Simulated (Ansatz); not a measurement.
Cost and result for the atomization energy of C3H7BO, SMILES `CBC(C)=O` (12 atoms, 11 bonds).

```tsv
atom	x (Å)	y (Å)	z (Å)
C1	-0.773	-1.378	1.066
B2	-0.877	-0.414	-0.150
C3	0.384	0.237	-0.803
C4	1.077	1.532	-0.554
O5	0.756	-0.568	-1.645
H6	-1.205	-0.839	1.923
H7	-1.388	-2.274	0.947
H8	0.243	-1.668	1.339
H9	-1.926	-0.213	-0.695
H10	0.373	2.357	-0.706
H11	1.938	1.647	-1.215
H12	1.396	1.581	0.492
```

Total charge 0; spin multiplicity 1. The structure was optimised at the PBE0-D4/def2-TZVP level. It is one conformer, not always the lowest. Program: Ansatz. All runs use 4 threads of an Arm Neoverse N1 on a shared host. Times are those of one run each, without the atoms' runs, and a repeat can differ threefold. Electronic energies, without spin–orbit coupling; frozen cores. CCSD(T)/CBS adds CCSD(T) − MP2 in def2-TZVPP to the MP2 limit, and its time is that of the two runs behind it. T1 = 0.017. B3LYP takes the VWN-RPA correlation (the form of Gaussian; ORCA's B3LYP/G).

CCSD(T)/CBS is a level of theory with its own doubt, some kJ/mol a heavy atom from the limit and from the frozen cores, so smaller differences don't rank the functionals.

```
                             level  functions  wall time  atomization (kcal/mol)  difference from CCSD(T)/CBS  per bond
   PBE-D4/def2-TZVPP (with forces)        253      3.7 s                  1184.8                         34.6       3.2
                PBE0-D4/def2-TZVPP        253      3.9 s                  1162.6                         12.4       1.1
 B3LYP-D4/def2-TZVPP (with forces)        253      6.5 s                  1157.9                          7.7       0.7
r2SCAN-D4/def2-TZVPP (with forces)        253        7 s                  1162.0                         11.8       1.1
                 B2PLYP/def2-TZVPP        253        8 s                  1146.4                         -3.8      -0.3
                ωB97X-V/def2-TZVPP        253       11 s                  1155.5                          5.3       0.5
  ωB97M-V/def2-TZVPP (with forces)        253       17 s                  1158.2                          8.0       0.7
                    MP2/def2-QZVPP        495       36 s                  1159.3                          9.1       0.8
                CCSD(T)/def2-TZVPP        253    3.8 min                  1124.8                        -25.4      -2.3
                 CCSD(T)/CBS(def2)          –    4.4 min                  1150.2                          0.0       0.0
```

In def2-TZVPP, CCSD(T) changes the Hartree–Fock value by +263.3 kcal/mol (the triples alone add +16.5 kcal/mol) and MP2 by +282.9 kcal/mol; breaking electron pairs costs correlation energy, which Hartree–Fock lacks. From PBE to PBE0 (25 % exact exchange), in def2-TZVPP and without D4, the atomization energy moves by −21.5 kcal/mol: exact exchange takes away binding that semilocal exchange gives to molecules. The D4 term adds +7.2 kcal/mol with B3LYP and +3.8 kcal/mol with PBE0; it sums over pairs of atoms, weighted by their polarisabilities, and B3LYP, whose exchange is more repulsive, gets the larger term.
